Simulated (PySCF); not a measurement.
A species of formula C3H14Si3 has this rotational fingerprint, computed with PBE0-D3(BJ)/def2-SVP geometry optimisation, gas phase in PySCF 2.14.0:

```
Rotational constants : A = 1508, B = 1388, C = 959.2 MHz
Dipole components    : |μa| = 1.24 D, |μb| = 0.05 D, |μc| = 0.35 D
Inertial defect      : -172.43 u·Å²
κ                    : 0.56
```

Question: Which structure is it? (One computed conformer of each.)
A. `[CH3:1][CH2:2][CH2:3][SiH:4]([SiH3:5])[SiH3:6]` with C1–C2–C3–Si4 59°, C2–C3–Si4–Si5 -77°
B. `CCC([SiH3])([SiH3])[SiH3]`

Answer: A. It is CCC[SiH]([SiH3])[SiH3], an asymmetric top, point group C1. The candidates at the same level (rigid rotor, commonest isotopes):

```json
{"SMILES": "CCC[SiH]([SiH3])[SiH3]", "A (MHz)": "1508", "B (MHz)": "1388", "C (MHz)": "959.2", "μa (D)": "1.24", "μb (D)": "0.05", "μc (D)": "0.35", "Δ (u·Å²)": "-172.43", "point group": "C1", "rotor": "asymmetric top"}
{"SMILES": "CCC([SiH3])([SiH3])[SiH3]", "A (MHz)": "1691", "B (MHz)": "1429", "C (MHz)": "1306", "μa (D)": "0.75", "μb (D)": "0.00", "μc (D)": "0.70", "Δ (u·Å²)": "-265.34", "point group": "Cs", "rotor": "asymmetric top"}
```

`CCC([SiH3])([SiH3])[SiH3]` has C 36 % too high. No structure here is proved a minimum.
